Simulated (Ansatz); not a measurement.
Input file for AlFH4OSi, SMILES `O[SiH2][AlH][F]`:

```yaml
crystal:
  periodic: [false, false, false]
  atoms:
    - {symbol: O, position_ang: [-0.660184, 1.595376, -0.877577]}
    - {symbol: Si, position_ang: [0.195248, 0.881831, 0.349460]}
    - {symbol: Al, position_ang: [0.316536, -1.559314, 0.043492]}
    - {symbol: F, position_ang: [-0.769898, -2.133508, -1.070782]}
    - {symbol: H, position_ang: [-1.365986, 1.082046, -1.272336]}
    - {symbol: H, position_ang: [-0.406558, 1.199330, 1.681323]}
    - {symbol: H, position_ang: [1.542994, 1.512948, 0.342868]}
    - {symbol: H, position_ang: [1.240049, -2.635709, 0.747652]}
basis:
  gaussian: {orbitals: def2-SVP}
correlation: {method: ccsd_t}
```

```sh
$ ansatz run in.yaml --threads 2 --pin off --events-out ev --progress --plain --max-ram 4352MiB
```

Log, shortened:

```
Functional definition: HF
788 factors; integrals over basis functions are off by at most 1.1e-3 eV
mean field evaluation 1: about -19242.0054 eV, gradient 4.2e1 eV
mean field evaluation 2: about -19242.0271 eV, gradient 4.3e1 eV
mean field evaluation 4: about -19245.7588 eV, gradient 2.4e0 eV
mean field evaluation 8: about -19245.7953 eV, gradient 1.1e-1 eV
mean field -19245.79538617 eV, -707.2699351730 hartree, gradient 9.5e-7 eV, S^2 0.000000; 0 other end points of the search recorded, 0 dependent functions left out
12 core orbitals not correlated: weight in the atoms' cores, before any rotation towards them, 1.000 or more for the frozen orbitals, at most 0.000 for the correlated occupied ones
reference -19245.79538617 eV, -707.2699351730 hartree; 12, 12 occupied and 60, 60 virtual orbitals, 788 factors
second order -14.45909295 eV of doubles, -0.00000000 eV of singles
cycle   1  -14.93529109 eV  change   -4.8e-1 eV  update   9.9e-2
cycle   2  -15.32735201 eV  change   -3.9e-1 eV  update   3.0e-2
cycle   3  -15.44269903 eV  change   -1.2e-1 eV  update   1.7e-2
cycle   4  -15.43752637 eV  change    5.2e-3 eV  update   3.9e-3
cycle   5  -15.43518034 eV  change    2.3e-3 eV  update   1.7e-3
cycle   6  -15.43566517 eV  change   -4.8e-4 eV  update   5.0e-4
cycle   7  -15.43551088 eV  change    1.5e-4 eV  update   1.8e-4
cycle   8  -15.43541986 eV  change    9.1e-5 eV  update   6.1e-5
cycle   9  -15.43543221 eV  change   -1.2e-5 eV  update   2.4e-5
perturbative correction -0.28725304 eV, -0.0105563544 hartree
Total energy: -19261.51807142 eV, -707.8477331987 hartree
```

Hardware: 2 threads of an Intel Xeon 6975P-C on a shared host. Wall time 1.8 s, peak host memory 0.26 GiB.

The correlation energy is -15.723 eV, 1.8 % of it from (T); the T1 diagnostic reads 0.0136.
